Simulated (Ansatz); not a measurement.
MnMe2 (C2H6Mn), relaxed as a sextet with UKS r2SCAN-D4/def2-TZVP in Ansatz, starting from the GFN2-xTB geometry. Force threshold 0.02 eV/Å.

Start:

```tsv
atom	x (Å)	y (Å)	z (Å)
Mn1	-0.460	0.891	-0.646
C2	1.263	1.008	0.495
H3	1.914	0.189	0.796
H4	0.457	1.140	1.306
H5	1.862	1.916	0.455
C6	-1.081	-1.083	-0.722
H7	-1.831	-1.382	-1.452
H8	-1.625	-0.714	0.224
H9	-0.500	-1.964	-0.456
```

**Question.** Estimate the energy that the relaxation releases and the steps that it takes.

**Answer.** 1.22 eV, in 11 steps; 30 s on 4 threads of Arm Neoverse V1 on a shared host. The force fell under the threshold at step 8, but the optimiser went on and released 0.002 eV more. No frequencies were taken in this run, so the end may be a saddle point.

**Question.** Does the start keep its bonding and symmetry?

**Answer.** By distances, no bond broke or formed. The bond that changes most is C6–H8, from 1.15 to 1.10 Å (atoms count from 1). A close non-bonded pair moves further: Mn1–H8, from 2.17 to 2.68 Å. Point group Cs at the start, D3h at the end, both within 0.05 Å; within 0.015 Å the end is Cs.

**Question.** Predict the relaxed structure.

**Answer.** 
Cartesian coordinates in Å:
```
Mn -0.0059 0.0210 -0.0247
C 1.4366 1.2836 0.7427
H 2.3826 0.7626 0.9367
H 1.1295 1.7354 1.6942
H 1.6716 2.1139 0.0652
C -1.4373 -1.2813 -0.7454
H -1.8080 -0.9915 -1.7365
H -2.3147 -1.3386 -0.0892
H -1.0545 -2.3050 -0.8432
```
Bond lengths: 2 × C–Mn 2.06 Å; 6 × C–H 1.10 Å.
